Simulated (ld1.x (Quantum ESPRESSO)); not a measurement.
## Before and after: TM potential for Pb

```json
{
 "Element": "lead (Pb)",
 "Generator": "ld1.x (Quantum ESPRESSO) 7.5",
 "Type": "norm-conserving Troullier–Martins (Kleinman–Bylander form)",
 "Functional": "LDA (PZ)",
 "Relativity": "non-relativistic",
 "Frozen core": "[Xe] 4f14",
 "Valence charge": "14",
 "Reference configuration": "5d10 6s2 6p2",
 "Partial waves": "6p (bound): rc 2.00 bohr; 5d (bound): rc 2.00 bohr; 6s (bound): rc 2.25 bohr",
 "Local potential": "the s channel",
 "Core correction": "Bessel-smoothed model core, default radius (core density twice the valence density)"
}
```

Change: scalar-relativistic.

Cutoffs: the cutoffs (Ry, on a coarse ladder) from which the occupation-weighted sum of valence levels, in a spherical-Bessel basis at the reference potential, stays within 10 and 1 mRy of its value at 400 Ry; they do not see the model core or the augmentation charge, which bear on the density cutoff. Errors are all-electron minus pseudo energies relative to the spin-unpolarised reference configuration.

Problem. Predict the effect on cutoff, ghosts and configuration errors.

Solution. The potential gets neither clearly harder nor softer (50 Ry and 90 Ry → 50 Ry and 90 Ry); the bound ghost in p disappears; of the 9 tests that both files solve, the error grows in 8 and shrinks in 1 by more than 15 % and 0.3 meV (median size 1.3 → 9.6 meV).

| quantity | base | changed |
| --- | --- | --- |
| cutoff, loose | 50 Ry | 50 Ry |
| cutoff, tight | 90 Ry | 90 Ry |
| loose cutoff by channel (10 mRy a level) | p 21 Ry, d 45 Ry, s 8 Ry | p 18 Ry, d 45 Ry, s 12 Ry |
| bound ghosts | p | none |
| error for 5d10 6s2 6p1, meV [ΔE 6.94 → 6.83 eV] | +0.9 | -2.5 |
| error for 5d10 6s2 6p0, meV [ΔE 20.65 → 20.59 eV] | +1.3 | -12 |
| error for 5d10 6s1 6p0, meV [ΔE 49.58 → 53.47 eV] | -7.7 | -37 |
| error for 5d10 6s0 6p0, meV [ΔE 87.76 → 96.67 eV] | -52 | -104 |
| error for 5d9 6s2 6p3, meV [ΔE 22.53 → 19.23 eV] | -208 | -137 |
| error for 5d10 6s0 6p4, meV [ΔE 12.09 → 18.03 eV] | -1.9 | -9.6 |
| error for 5d10 6s2 6p2.3, meV [ΔE -0.91 → -0.86 eV] | 0.0 | +0.4 |
| error for 5d10 6s2 6p2 (spin-polarised), meV [ΔE -0.44 → -0.45 eV] | +0.1 | +0.9 |
| error for 5d10 6s2 6p1 (spin-polarised), meV [ΔE 6.80 → 6.69 eV] | +0.7 | -2.6 |
| s: phases at 2.46 bohr within 0.05 rad from the reference energy up to (Ry; the scan ends near 5) | 3.2 | 2.6 |
| p: phases at 2.46 bohr within 0.05 rad from the reference energy up to (Ry; the scan ends near 5) | 4.2 | 3.4 |
| d: phases at 2.46 bohr within 0.05 rad from the reference energy up to (Ry; the scan ends near 5) | 0.3 | 0.9 |

 A true bound ghost makes a file unfit for plane-wave use even where its test errors are small: the radial tests pick states by their node count and pass the ghost by.
